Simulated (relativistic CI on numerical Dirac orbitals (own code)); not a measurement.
**Pm⁴³⁺: sensitivity of the levels to the model**

Base calculation: Dirac-Coulomb-Breit CI, KLI orbitals optimised for each configuration, model QED (radiative potential, 1s self-energy scaled to tabulated hydrogen-like ionisation energies), unscaled Slater integrals.

Configuration list (outside the closed core [Ne]): 3s²3p⁶, 3s²3p⁵3d, 3s3p⁶3d, 3s²3p⁵4s, 3s²3p⁵4p, 3s²3p⁵4d, 3p⁶3d4p, 3s3p⁶4s, 3s²3p⁵4f, 3s3p⁶4p, 3s3p⁶4d, 3s3p⁶4f, 3s²3p⁵5s, 3s²3p⁵5p, 3s²3p⁵5d, 3s²3p⁵5f, 3s²3p⁵5g, 3s3p⁶5s, 3s3p⁶5p, 3s3p⁶5d, 3s3p⁶5f, 3p⁶3d², 3p⁵3d³, 3p⁵3d²4s, 3p⁵3d²4p, 3p⁵3d²4d, 3p⁶3d4s, 3p⁵3d4s², 3p⁵3d4s4p, 3p⁵3d4s4d, 3p⁶4s², 3p⁵4s²4p, 3p⁵4s²4d. Double excitations out of closed p, d and f shells are left out; levels of such configurations are missing from the list, as are those of other unlisted configurations, and high levels can miss mixing partners. These lack a partner that the ground configuration has and come out too high: 3s²3p⁵4f, 3s²3p⁵5s, 3s²3p⁵5p, 3s²3p⁵5d, 3s²3p⁵5f.

Variants: (1) valence Slater integrals scaled by 0.9; (2) QED terms removed; (3) non-relativistic limit. Shifts of the energy above 3s²3p⁶ ¹S0, in eV, for the lowest level and the first level of each name with at least 55 % of one term (blank where a level changes its place among those of its configuration and J or its character, or is not in the variant):

```tsv
Level	Base	Δ(1)	Δ(2)	Δ(3)
3s²3p⁶ ¹S0	0.00	0.00	0.00	0.00
3s²3p⁵3d ³P°0	184.04	+1.61	+0.33	-6.67
3s²3p⁵3d ³P°1	191.61	+1.06	+0.32	-14.24
3s²3p⁵3d ³F°3	196.63	+0.33	+0.33	-12.09
3s²3p⁵3d ³F°4	221.95	+0.81	+0.24	-37.41
3s²3p⁵3d ³D°3	235.50	-0.53	+0.24	
3s²3p⁵3d ³F°2	330.65	+0.53	+0.13	
3s²3p⁵3d ¹P°1	364.47		+0.14	-116.65
3s3p⁶3d ³D1	494.58	+0.43	+2.33	-160.03
3s3p⁶3d ³D2	499.21	+0.09	+2.33	-164.66
3s3p⁶3d ³D3	525.71	+0.44	+2.25	-191.15
3s3p⁶3d ¹D2	537.58	-0.87	+2.26	-188.17
3p⁶3d² ³F2	1002.59	+0.45	+4.67	-323.21
3p⁶3d² ³P0	1020.74	-1.16	+4.67	-329.46
3p⁶3d² ³F3	1030.83	+0.70	+4.59	-351.45
3p⁶3d² ¹G4	1041.41	-0.21	+4.59	
3p⁶3d² ³P1	1043.38	-0.51	+4.59	-352.10
3p⁶3d² ³F4	1066.73	+0.02	+4.51	
3p⁶3d² ¹S0	1094.01	-2.64	+4.51	-374.88
3p⁵3d³ ⁵D°0	1192.47	+2.04	+4.98	-350.71
3p⁵3d³ ³I°7	1253.69	+1.18	+4.83	-386.38
```

At this charge energies of transitions that change n are usually good to better than 1 %, and those within a shell (Δn = 0) to a few per cent.

Ionisation energy from the two ground configurations alone: base 3518.63 eV. The NIST ASD value (theoretical) is 3519 eV.

LS names give the leading component of a level, which can be under half, so a name can repeat, a term be missing and a line seem to break the LS rules.
